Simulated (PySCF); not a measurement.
A run for PySCF: R-BP86/LANL2DZ on HIZn (SMILES [ZnH][I]), a point of a bond scan (R = 1.531 Å).

```python
from pyscf import gto, scf, dft, mp
from pyscf.data.elements import chemcore

mol = gto.M(
    atom='''
    Zn   -0.00000000   -0.00000000   -1.52518202
    H     0.00000000    0.00000000   -3.05594935
    I     0.00000000    0.00000000    0.92097000
    ''',
    basis='lanl2dz',
    ecp={'I': 'lanl2dz', 'Zn': 'lanl2dz'},
    charge=0, spin=0, verbose=3, max_memory=1800)
mf = dft.RKS(mol, xc='b88,p86')
mf.conv_tol = 1e-8
mf.max_cycle = 100
mf.kernel()
if not mf.converged:
    mf = mf.newton().run(mf.mo_coeff, mf.mo_occ)
```

**Question.** Give the final energy of this run.

**Answer.** -78.0214 hartree.
